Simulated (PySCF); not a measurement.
# Löwdin shares of the frontier orbitals

Species: ClH7O3Si4.
Numbering: `[SiH3:1][O:2][Si:3]1([Cl:4])[O:5][SiH2:6][SiH2:7][O:8]1` (hydrogens: H9, H10, H11 on Si1; H12, H13 on Si6; H14, H15 on Si7)

Structure used (GFN2-xTB), in Å, numbered top down from 1:
```
atom  x, y, z in Å
Si1   -2.9020   -0.2185   -0.9287
O2    -1.4402   -0.6811   -0.3776
Si3   -0.3031   -0.5033    0.7309
Cl4   -0.9151   -1.1326    2.5021
O5     1.0048   -1.3234    0.2536
Si6    2.4900   -0.6301    0.0319
Si7    1.7523    1.5118    0.5492
O8     0.1927    1.0353    0.8350
H9    -3.8802   -0.5337    0.1105
H10   -3.0315   -1.0371   -2.1292
H11   -2.8553    1.2166   -1.2011
H12    3.3295   -1.3557    0.9891
H13    2.8128   -0.9810   -1.3526
H14    2.1439    2.1282    1.8193
H15    1.5969    2.5128   -0.5091
```

Method: PySCF, TDDFT CAM-B3LYP/def2-SVPD, vertical, gas phase, core orbitals frozen in the response.

Frontier orbitals with the atoms that hold most of them (Löwdin shares over 4%, at most four atoms; ? is withheld):

```json
{"orbital": "HOMO-3", "ε (eV)": "-10.75", "atoms": "O2 21%, Si1 21%, H10 18%, O5 7%"}
{"orbital": "HOMO-2", "ε (eV)": "-10.33", "atoms": "Cl4 26%, O2 23%, O5 10%, Si1 9%"}
{"orbital": "HOMO-1", "ε (eV)": "-10.17", "atoms": "?"}
{"orbital": "HOMO", "ε (eV)": "-9.71", "atoms": "Si7 28%, Si6 28%, O5 11%, O8 10%"}
{"orbital": "LUMO", "ε (eV)": "?", "atoms": "?"}
{"orbital": "LUMO+1", "ε (eV)": "0.92", "atoms": "Si1 24%, Si7 14%, Si6 14%, Cl4 7%"}
{"orbital": "LUMO+2", "ε (eV)": "1.07", "atoms": "Si7 28%, Si6 28%, H15 14%, H12 14%"}
```

Question: Give the leading atoms of the HOMO-1.

Answer: O8 (bonded to 2 Si) 19%; O5 (bonded to 2 Si) 17%; Cl4 (bonded to Si) 14%; Si7 (bonded to O, Si and 2 H) 8%. By element: oxygen 36% or more, chlorine 14%, silicon 8% or more.

Question: Give the leading atoms of the LUMO.

Answer: Si7 (bonded to O, Si and 2 H) 26%; Si6 (bonded to O, Si and 2 H) 25%; Si3 (bonded to Cl and 3 O) 8%; O8 (bonded to 2 Si) 6%. By element: silicon 59% or more, oxygen 6% or more.

Question: What is the LUMO energy, and the HOMO–LUMO gap?

Answer: ε(LUMO) = -0.14 eV; the gap is 9.57 eV (0.3516 hartree).

Question: The HOMO–LUMO gap is 9.57 eV. Where does the response calculation put the lowest singlet, and from which orbitals?

Answer: S1 is at 6.11 eV (f = 0.028), 3.45 eV below the gap, made of HOMO→LUMO (94%). 

Question: Give energy, strength and leading configuration of S1 and S2, and follow the Löwdin shares of the leading atoms from the occupied to the empty orbital.

Answer: 
- S1 (6.11 eV, f 0.028), HOMO→LUMO (94%): Si7 28% → 26%, Si6 28% → 25%
- S2 (6.80 eV, f 0.0002), HOMO-1→LUMO (83%): O8 19% → 6%, O5 17% → at most 7%, Si7 8% → 26%, Si6 at most 9% → 25%

Löwdin shares depend on the basis, the more so with diffuse functions.

One conformer stands for the species.
